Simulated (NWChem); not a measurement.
A series in which one site is exchanged, each optimised at PBE0/def2-SVP with NWChem, gas phase unless a solvent is named. Some are not confirmed as minima by frequencies. def2 effective core potentials on Y, In, La; no spin-orbit coupling.

A: [F][La]([Cl])[Cl] (LaCl₂F; site = La)
B: [F][Y]([Cl])[Cl] (YCl2F; site = Y)
C: [F][Sc]([Cl])[Cl] (ScCl2F; site = Sc)
D: [F][In]([Cl])[Cl] (InCl2F; site = In)

Question: Rank them by orbital gap (eV), PBE0/def2-SVP, lowest first.

Answer: A (5.96), C (6.11), B (6.22), D (6.35)
